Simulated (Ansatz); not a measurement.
Species: H2BSeO, charge 0, doublet. H2BSeO (SMILES [SeH]B[O], doublet).
B3LYP-D3(BJ)/def2-TZVP minimum from Ansatz (a program for electronic structure):
```
B
O 1 1.2794
H 1 1.1957 2 127.93
Se 1 2.0119 3 114.95 2 -180.00
H 4 1.4722 1 95.66 3 180.00
```
Charge 0, spin multiplicity 2.

Total energies in hartree (Ansatz). Open shells are spin-unrestricted; no spin-orbit coupling. Correlated methods leave the cores frozen (noble-gas shells, and filled d and f shells in the p block). No relativity. Where a partner has so few electrons that a lower coupled-cluster level is exact, that level stands in.

```csv
species,HF/cc-pVTZ,CCSD(T)/cc-pVTZ,HF/cc-pVQZ,CCSD(T)/cc-pVQZ,CCSD(T)/cc-pVDZ,CCSDT(Q)/cc-pVDZ
"1: H2BSeO (SMILES [O]B[SeH], doublet)",-2500.65922,-2501.16521,-2500.66997,-2501.21146,-2500.95145,-2500.95426
2: B (doublet),-24.53207,-24.59810,-24.53297,-24.60084,-24.58941,-24.58977
3: H (doublet),-0.49981,-0.49981,-0.49995,-0.49995,-0.49928,-0.49928
4: O (triplet),-74.81176,-74.97396,-74.81729,-74.99357,-74.90995,-74.91013
5: Se (triplet),-2399.87209,-2399.99441,-2399.87500,-2400.00700,-2399.88510,-2399.88538
```

Problem. Work out the atomisation energy (electronic, to ground-state atoms) in kJ/mol: take Hartree-Fock from cc-pVQZ, extrapolate the CCSD(T) correlation energy as X^-3 (X = 3, 4), and add CCSDT(Q) - CCSD(T) in cc-pVDZ. 1 hartree = 2625.5 kJ/mol.

Solution. 
Species 1: correlation (64·(-0.54149) - 27·(-0.50599))/37 = -0.56740; step -0.00281; E1 = -2500.66997 + (-0.56740) + (-0.00281) = -2501.24018
Species 2: correlation (64·(-0.06787) - 27·(-0.06603))/37 = -0.06921; step -0.00036; E2 = -24.53297 + (-0.06921) + (-0.00036) = -24.60254
Species 3: correlation (64·(0.00000) - 27·(0.00000))/37 = 0.00000; step +0.00000; E3 = -0.49995 + (0.00000) + (+0.00000) = -0.49995
Species 4: correlation (64·(-0.17628) - 27·(-0.16220))/37 = -0.18655; step -0.00018; E4 = -74.81729 + (-0.18655) + (-0.00018) = -75.00402
Species 5: correlation (64·(-0.13200) - 27·(-0.12232))/37 = -0.13906; step -0.00028; E5 = -2399.87500 + (-0.13906) + (-0.00028) = -2400.01434
-1·E1 +1·E2 +2·E3 +1·E4 +1·E5 = 0.61938 hartree = 1626.2 kJ/mol.
